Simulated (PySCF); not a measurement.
## A PySCF run on NiH

State: ²Δ (doublet), unpaired electrons δ ↑.

An equivalent input (the run itself took its basis sets from the Basis Set Exchange, started from a PBE0 density and held the occupation σ 7α 7β, πx 3α 3β, πy 3α 3β, δx 1α 0β, δy 1α 1β):

```python
from pyscf import gto, dft
mol = gto.M(atom='Ni 0 0 0; H 0 0 1.473', basis={'Ni': 'def2-TZVPP', 'H': 'def2-TZVPP'},
            charge=0, spin=1, verbose=4, symmetry='C2v')
mf = dft.UKS(mol, xc='WB97M_V')
mf.grids.atom_grid = (80, 434)
mf.grids.prune = dft.gen_grid.treutler_prune
mf.irrep_nelec = {'A1': (8, 7), 'A2': (1, 1), 'B1': (3, 3), 'B2': (3, 3)}
mf.conv_tol = 1e-9
mf.max_cycle = 60
mf.diis_space = 10
mf.kernel()
```

The log (some set-up lines and the per-cycle HOMO/LUMO lines removed):

```
******** <class 'pyscf.dft.uks_symm.SymAdaptedUKS'> ********
method = SymAdaptedUKS
damping factor = 0
level_shift factor = 0
DIIS = <class 'pyscf.scf.diis.CDIIS'>
diis_start_cycle = 1
diis_space = 10
diis_damp = 0
SCF conv_tol = 1e-09
SCF conv_tol_grad = None
SCF max_cycles = 60
number electrons alpha = 15  beta = 14
** Following is NLC and NLC Grids **
NLC functional = WB97M_V
Set gradient conv threshold to 3.16228e-05
init E= -1508.79277666401
cycle= 1 E= -1508.7933007457  delta_E= -0.000524  |g|= 0.0324  |ddm|= 0.0473
cycle= 2 E= -1508.79272653828  delta_E= 0.000574  |g|= 0.0709  |ddm|= 0.0292
cycle= 3 E= -1508.79351920189  delta_E= -0.000793  |g|= 0.00205  |ddm|= 0.0177
cycle= 4 E= -1508.7935245148  delta_E= -5.31e-06  |g|= 0.000908  |ddm|= 0.00347
cycle= 5 E= -1508.79352552716  delta_E= -1.01e-06  |g|= 0.000276  |ddm|= 0.00156
cycle= 6 E= -1508.79352580223  delta_E= -2.75e-07  |g|= 0.000167  |ddm|= 0.000897
cycle= 7 E= -1508.79352593115  delta_E= -1.29e-07  |g|= 9.86e-05  |ddm|= 0.000702
cycle= 8 E= -1508.7935259939  delta_E= -6.28e-08  |g|= 6.04e-05  |ddm|= 0.000552
cycle= 9 E= -1508.79352602809  delta_E= -3.42e-08  |g|= 1.69e-05  |ddm|= 0.000644
cycle= 10 E= -1508.79352603048  delta_E= -2.39e-09  |g|= 1.49e-05  |ddm|= 0.000152
cycle= 11 E= -1508.79352603097  delta_E= -4.89e-10  |g|= 4.85e-06  |ddm|= 6.41e-05
Extra cycle  E= -1508.79352603099  delta_E= -1.89e-11  |g|= 6.39e-06  |ddm|= 7.9e-06
converged SCF energy = -1508.79352603099  <S^2> = 0.76515439  2S+1 = 2.0150974
```

Repeating this along the bond gives Re = 1.472 Å and ωe = 1948 cm⁻¹.

A point of this curve took 6.6 CPU seconds beside 0.28 for the integrals (shared host).

With d or f electrons several states lie close, and the lowest PBE0 determinant need not be the measured ground state.
